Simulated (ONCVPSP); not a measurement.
## PBE ONCV dataset for europium (Eu), non-relativistic all-electron reference.

Input for ONCVPSP 4.0.1:

```
# ATOM AND REFERENCE CONFIGURATION
# atsym  z   nc   nv     iexc    psfile
  Eu 63.00    8    6        4      upf
#
#   n    l    f
    1    0    2.00
    2    0    2.00
    2    1    6.00
    3    0    2.00
    3    1    6.00
    3    2   10.00
    4    0    2.00
    4    1    6.00
    4    2   10.00
    4    3    7.00
    5    0    2.00
    5    1    6.00
    5    2    0.50
    6    0    1.50
#
# PSEUDOPOTENTIAL AND OPTIMIZATION
# lmax
    3
#
#   l,   rc,      ep,       ncon, nbas, qcut
    0    2.40    0.00    4    7    4.90
    1    2.75    0.00    5    8    6.40
    2    1.20    0.00    4    9   16.00
    3    0.80    0.00    3    8   20.20
#
# LOCAL POTENTIAL
# lloc, lpopt,  rc(5),   dvloc0
    3    5    0.80    0.00
#
# VANDERBILT-KLEINMAN-BYLANDER PROJECTORs
# l, nproj, debl
    0    2    0.50
    1    2    3.00
    2    2    2.80
    3    0    0.60
#
# MODEL CORE CHARGE
# icmod, fcfact, rcfact
    3    2.00    1.30
#
# LOG DERIVATIVE ANALYSIS
# epsh1, epsh2, depsh
   -7.00    5.00    0.04
#
# OUTPUT GRID
# rlmax, drl
    6.00    0.01
#
# TEST CONFIGURATIONS
# ncnf
    4
# nvcnf
#   n    l    f
    6
    4    2   10.00
    4    3    7.00
    5    0    2.00
    5    1    6.00
    5    2    0.00
    6    0    2.00
#
    6
    4    2   10.00
    4    3    7.00
    5    0    2.00
    5    1    6.00
    5    2    0.00
    6    0    1.00
#
    6
    4    2   10.00
    4    3    7.00
    5    0    2.00
    5    1    6.00
    5    2    0.00
    6    0    0.00
#
    6
    4    2   10.00
    4    3    7.00
    5    0    1.00
    5    1    6.00
    5    2    0.00
    6    0    2.00
#
```

Command:

```bash
oncvpspnr.x < Eu.dat > Eu.out
```

The program printed (shortened: citation, most of the input echo, consistency checks and plot data are left out):

```
ONCVPSP  (Optimized Norm-Conservinng Vanderbilt PSeudopotential)
scalar-relativistic version 4.0.1

#   n    l    f        energy (Ha)
    1    0    2.00    -1.6737615E+03
    2    0    2.00    -2.6535517E+02
    2    1    6.00    -2.5222246E+02
    3    0    2.00    -5.8087929E+01
    3    1    6.00    -5.2270778E+01
    3    2   10.00    -4.1435020E+01
    4    0    2.00    -1.1269837E+01
    4    1    6.00    -9.0134289E+00
    4    2   10.00    -5.0041283E+00
    4    3    7.00    -1.9199091E-01
    5    0    2.00    -1.4076257E+00
    5    1    6.00    -8.1866267E-01
    5    2    0.50    -6.1981017E-02
    6    0    1.50    -1.1450669E-01

Reference configufation results
  iterations    33
  all-electron total energy (Ha)   -1.04261088D+04

Begin loop to  construct optimized pseudo wave functions
and semi-local pseudopoentials for all angular momenta

Calculating optimized projector #   1

 for l=   0

    Fraction of norm inside rc  0.952617
    Optimizing pswf for qcut=   4.89 a_B^-1,  ecut=  11.96 Ha
    Residual kinetic energy error=  6.53D-06 Ha

    Energy error per electron        Cutoff
         Ha          eV             Ha
         0.01000     0.27211        5.73
         0.00100     0.02721        8.37
         0.00010     0.00272       10.14
         0.00001     0.00027       11.91

Calculating optimized projector #   2

 for l=   0

    Fraction of norm inside rc  0.052285
    Optimizing pswf for qcut=   4.89 a_B^-1,  ecut=  11.96 Ha
    Residual kinetic energy error=  7.82D-06 Ha

    Energy error per electron        Cutoff
         Ha          eV             Ha
         0.01000     0.27211        1.99
         0.00100     0.02721        7.31
         0.00010     0.00272        9.77
         0.00001     0.00027       11.87

   Wellstate for l =  1  n =  8
     eigenvalue =   2.1813
     asymptotic potential =   2.6813
     half-point radius =  4.9533

Calculating optimized projector #   1

 for l=   1

    Fraction of norm inside rc  0.946265
    Optimizing pswf for qcut=   6.40 a_B^-1,  ecut=  20.49 Ha
    Residual kinetic energy error=  1.71D-08 Ha

    Energy error per electron        Cutoff
         Ha          eV             Ha
         0.01000     0.27211        4.50
         0.00100     0.02721        9.68
         0.00010     0.00272       13.43
         0.00001     0.00027       15.88

Calculating optimized projector #   2

 for l=   1

    Fraction of norm inside rc  0.180243
    Optimizing pswf for qcut=   6.40 a_B^-1,  ecut=  20.49 Ha
    Residual kinetic energy error=  6.31D-08 Ha

    Energy error per electron        Cutoff
         Ha          eV             Ha
         0.01000     0.27211        5.33
         0.00100     0.02721       11.39
         0.00010     0.00272       14.66
         0.00001     0.00027       16.73

Calculating optimized projector #   1

 for l=   2

    Fraction of norm inside rc  0.969966
    Optimizing pswf for qcut=  15.99 a_B^-1,  ecut= 127.87 Ha
    Residual kinetic energy error=  8.40D-09 Ha

    Energy error per electron        Cutoff
         Ha          eV             Ha
         0.01000     0.27211       71.60
         0.00100     0.02721       85.12
         0.00010     0.00272       96.83
         0.00001     0.00027      106.61

Calculating optimized projector #   2

 for l=   2

    Fraction of norm inside rc  0.032556
    Optimizing pswf for qcut=  15.99 a_B^-1,  ecut= 127.87 Ha
    Residual kinetic energy error=  4.08D-09 Ha

    Energy error per electron        Cutoff
         Ha          eV             Ha
         0.01000     0.27211       53.48
         0.00100     0.02721       71.38
         0.00010     0.00272       86.17
         0.00001     0.00027       98.64

Calculating optimized projector #   1

 for l=   3

    Fraction of norm inside rc  0.517348
    Optimizing pswf for qcut=  20.20 a_B^-1,  ecut= 204.01 Ha
    Residual kinetic energy error=  2.02D-05 Ha

    Energy error per electron        Cutoff
         Ha          eV             Ha
         0.01000     0.27211      146.97
         0.00100     0.02721      169.78
         0.00010     0.00272      187.75
         0.00001     0.00027      467.96

Construct Vanderbilt / Kleinmman-Bylander projectors

B matrix Hermiticity error, ll=   0
   1   2    4.9474E-09

  Orthonormal projector coefficients  3.0075E+01  1.2509E+00

B matrix Hermiticity error, ll=   1
   1   2    2.1310E-08

  Orthonormal projector coefficients  2.1079E+01  8.9581E-01

B matrix Hermiticity error, ll=   2
   1   2    3.2644E-09

  Orthonormal projector coefficients  2.2136E+01 -6.0004E+00

Model core correction analysis
  based on d2Exc/dn_idn_j

d2excae - all-electron derivatives

   -3.092836D-02   -2.160235D-02   -5.175482D-03   -3.568867D-03
   -7.435390D-04   -3.898467D-04
   -2.160241D-02   -1.935610D-02   -1.093428D-02   -8.709510D-03
   -2.752750D-03   -9.463067D-04
   -5.175416D-03   -1.093404D-02   -2.491064D-02   -2.258071D-02
   -8.159898D-03   -1.411721D-03
   -3.568841D-03   -8.709313D-03   -2.258069D-02   -2.238560D-02
   -1.079569D-02   -2.228353D-03
   -7.435389D-04   -2.752654D-03   -8.159660D-03   -1.079558D-02
   -1.722864D-02   -1.628702D-02
   -3.898477D-04   -9.460968D-04   -1.411083D-03   -2.227092D-03
   -1.627945D-02   -2.739793D-02

d2excps - pseudofunction derivatives with no core correction

   -4.390362D-02   -3.215857D-02   -9.751203D-03   -4.848476D-03
   -1.067608D-03   -7.143408D-04
   -3.215881D-02   -2.665223D-02   -1.396042D-02   -1.008791D-02
   -3.094679D-03   -1.132697D-03
   -9.751246D-03   -1.396029D-02   -2.143557D-02   -2.074821D-02
   -7.746559D-03   -1.247292D-03
   -4.848478D-03   -1.008774D-02   -2.074808D-02   -2.189378D-02
   -1.069057D-02   -2.140028D-03
   -1.067620D-03   -3.094586D-03   -7.746287D-03   -1.069046D-02
   -1.729231D-02   -1.626927D-02
   -7.143493D-04   -1.132491D-03   -1.246649D-03   -2.138765D-03
   -1.626170D-02   -2.738657D-02

rms 2nd derivative error    3.843916E-03

rmatch, rhocmatch    0.4349  112.0990

Teter function model core charge with specified parameters

d2excps - pseudofunction derivatives with core correction

   -4.102135D-02   -2.987338D-02   -9.393738D-03   -4.809486D-03
   -9.475437D-04   -6.865553D-04
   -2.987360D-02   -2.485523D-02   -1.367462D-02   -1.005153D-02
   -3.002508D-03   -1.110479D-03
   -9.393775D-03   -1.367448D-02   -2.143623D-02   -2.074480D-02
   -7.729872D-03   -1.247231D-03
   -4.809490D-03   -1.005136D-02   -2.074467D-02   -2.189438D-02
   -1.068832D-02   -2.139763D-03
   -9.475511D-04   -3.002413D-03   -7.729601D-03   -1.068820D-02
   -1.728751D-02   -1.626798D-02
   -6.865632D-04   -1.110272D-03   -1.246584D-03   -2.138500D-03
   -1.626041D-02   -2.738656D-02

rms 2nd derivative error    3.100980E-03

Pseudoatom total energy -351.475931

Diagnostic tests using Vanderbilt-Kleinman-Bylander pseudopotentials
  1 or more projectors used as specified by nproj input data

   l    rcore       rmatch      e in        delta e   norm test  slope test

   0   2.4064053   2.4794690  -1.4076257   0.0000001   1.0000002   1.0000003
   0   2.4064053   2.4794690  -0.1145067   0.0000000   1.0000000   1.0000000

   1   2.7613556   2.8451963  -0.8186627   0.0000000   1.0000000   1.0000000
   1   2.7613556   2.8451963   2.1813373   0.0000000   0.9999999   0.9999999

   2   1.2022728   1.2387764  -5.0041283   0.0000000   1.0000000   1.0000000
   2   1.2022728   1.2387764  -0.0619810   0.0000000   1.0000000   1.0000000

   3   0.8004613   0.8247650  -0.1919909  -0.0000456   0.9999858   0.9999250

 Testing for bound ghosts
   n   l    E NL Schr. Eq   E Basis Diag.   E Cutoff

       0                      -36.281233     32.90  WARNING - GHOST(-)
       0                       -3.396624     32.90  WARNING - GHOST(-)
   1   0       -1.407626       -1.405885     32.90
   2   0       -0.114507       -0.085324     32.90

       1                      -19.741607     39.94  WARNING - GHOST(-)
   2   1       -0.818663       -0.817857     39.94

   3   2       -5.004128       -5.004101    308.54
   4   2       -0.061981        0.125349    308.54

 Testing for highly-localized positive-energy ghosts
       l    <radius>/rc     E Basis Diag.   E Cutoff

Test configuration 0

   n   l     f        eae           eps        diff
   1   0  2.0000-1673.76154140
   2   0  2.0000 -265.35517455
   2   1  6.0000 -252.22245898
   3   0  2.0000  -58.08792930
   3   1  6.0000  -52.27077847
   3   2 10.0000  -41.43501951
   4   0  2.0000  -11.26983729
   4   1  6.0000   -9.01342885
   4   2 10.0000   -5.00412829   -5.00412829    0.00D+00
   4   3  7.0000   -0.19199091   -0.19203654   -4.56D-05
   5   0  2.0000   -1.40762570   -1.40762560    1.02D-07
   5   1  6.0000   -0.81866267   -0.81866267    0.00D+00
   5   2  0.5000   -0.06198102   -0.06198102    0.00D+00
   6   0  1.5000   -0.11450669   -0.11450669    0.00D+00

    Total energies and differences
      AE_ref= -1.04261088D+04  AE_tst= -1.04261088D+04  dif=  0.00D+00
      PS_ref= -3.51475931D+02  PS_tst= -3.51475931D+02  dif= -2.97D-11
      PSP excitation error=  2.97D-11

Test configuration 1

   n   l     f        eae           eps        diff
   1   0  2.0000-1673.79289493
   2   0  2.0000 -265.38758450
   2   1  6.0000 -252.25485839
   3   0  2.0000  -58.11958602
   3   1  6.0000  -52.30245480
   3   2 10.0000  -41.46685909
   4   0  2.0000  -11.30196237
   4   1  6.0000   -9.04563973
   4   2 10.0000   -5.03658472   -5.03612329    4.61D-04
   4   3  7.0000   -0.22461441   -0.22437671    2.38D-04
   5   0  2.0000   -1.44082070   -1.44043446    3.86D-04
   5   1  6.0000   -0.84987943   -0.84985789    2.15D-05
   6   0  2.0000   -0.12516742   -0.12515737    1.01D-05

    Total energies and differences
      AE_ref= -1.04261088D+04  AE_tst= -1.04261331D+04  dif= -2.43D-02
      PS_ref= -3.51475931D+02  PS_tst= -3.51500229D+02  dif= -2.43D-02
      PSP excitation error=  4.66D-06

Test configuration 2

   n   l     f        eae           eps        diff
   1   0  2.0000-1674.01425558
   2   0  2.0000 -265.60828167
   2   1  6.0000 -252.47565538
   3   0  2.0000  -58.33959181
   3   1  6.0000  -52.52249154
   3   2 10.0000  -41.68697591
   4   0  2.0000  -11.52224278
   4   1  6.0000   -9.26595470
   4   2 10.0000   -5.25696510   -5.25689970    6.54D-05
   4   3  7.0000   -0.44484950   -0.44489179   -4.23D-05
   5   0  2.0000   -1.66135817   -1.66095087    4.07D-04
   5   1  6.0000   -1.06953108   -1.06947477    5.63D-05
   6   0  1.0000   -0.29486586   -0.29483759    2.83D-05

    Total energies and differences
      AE_ref= -1.04261088D+04  AE_tst= -1.04259249D+04  dif=  1.84D-01
      PS_ref= -3.51475931D+02  PS_tst= -3.51291988D+02  dif=  1.84D-01
      PSP excitation error=  4.76D-05

Test configuration 3

   n   l     f        eae           eps        diff
   1   0  2.0000-1674.27551851
   2   0  2.0000 -265.86832986
   2   1  6.0000 -252.73588018
   3   0  2.0000  -58.59838821
   3   1  6.0000  -52.78134385
   3   2 10.0000  -41.94597460
   4   0  2.0000  -11.78152426
   4   1  6.0000   -9.52529510
   4   2 10.0000   -5.51641528   -5.51717098   -7.56D-04
   4   3  7.0000   -0.70388141   -0.70450954   -6.28D-04
   5   0  2.0000   -1.92042942   -1.91999281    4.37D-04
   5   1  6.0000   -1.32640154   -1.32628024    1.21D-04

    Total energies and differences
      AE_ref= -1.04261088D+04  AE_tst= -1.04255365D+04  dif=  5.72D-01
      PS_ref= -3.51475931D+02  PS_tst= -3.50903687D+02  dif=  5.72D-01
      PSP excitation error=  9.46D-05

Test configuration 4

   n   l     f        eae           eps        diff
   1   0  2.0000-1674.25698145
   2   0  2.0000 -265.84097748
   2   1  6.0000 -252.70980046
   3   0  2.0000  -58.56254953
   3   1  6.0000  -52.74587481
   3   2 10.0000  -41.91143693
   4   0  2.0000  -11.74977295
   4   1  6.0000   -9.49391304
   4   2 10.0000   -5.48537993   -5.49576950   -1.04D-02
   4   3  7.0000   -0.66424226   -0.67229369   -8.05D-03
   5   0  1.0000   -1.85436030   -1.85872874   -4.37D-03
   5   1  6.0000   -1.24583590   -1.24802775   -2.19D-03
   6   0  2.0000   -0.35213075   -0.35224547   -1.15D-04

    Total energies and differences
      AE_ref= -1.04261088D+04  AE_tst= -1.04244902D+04  dif=  1.62D+00
      PS_ref= -3.51475931D+02  PS_tst= -3.49855639D+02  dif=  1.62D+00
      PSP excitation error= -1.65D-03
```

oncvpspnr.x prints “scalar-relativistic version” in its banner although the run is non-relativistic.

Note: ghosts flagged at negative energy: s at -987.3 eV, s at -92.4 eV, p at -537.2 eV; no localised positive-energy state flagged. A true bound ghost makes a file unfit for plane-wave use.

The run took about 5.8 s on one core of a shared server CPU.
